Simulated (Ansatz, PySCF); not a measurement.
Gas-phase reaction 2 R1 → P1, each structure at its B3LYP-D3(BJ)/def2-TZVP stationary point, reached from a drawn start (curvature not checked).
R1: As2 (SMILES [As]#[As]), charge 0, multiplicity 1.
P1: As4 (SMILES [As]12[As]3[As]1[As]23), charge 0, multiplicity 1.

P less R. No zero-point or thermal terms; no spin–orbit coupling.

Cores are frozen in the correlated methods. In cc and def2 sets filled d and f shells under p-block atoms count as core.

Programs: Ansatz (a program for electronic structure); PySCF for the D3/D4 terms. No computed number here is a measurement.

Q: Predict the reaction energy from revPBE-D3(BJ)/def2-TZVPP.

A: -66.7 kcal/mol

Q: Give the reaction energy at the level r2SCAN-D3(BJ)/def2-TZVPP.

A: -67.8 kcal/mol

Q: Estimate the reaction energy that CCSD/cc-pVTZ returns for this input.

A: -50.6 kcal/mol
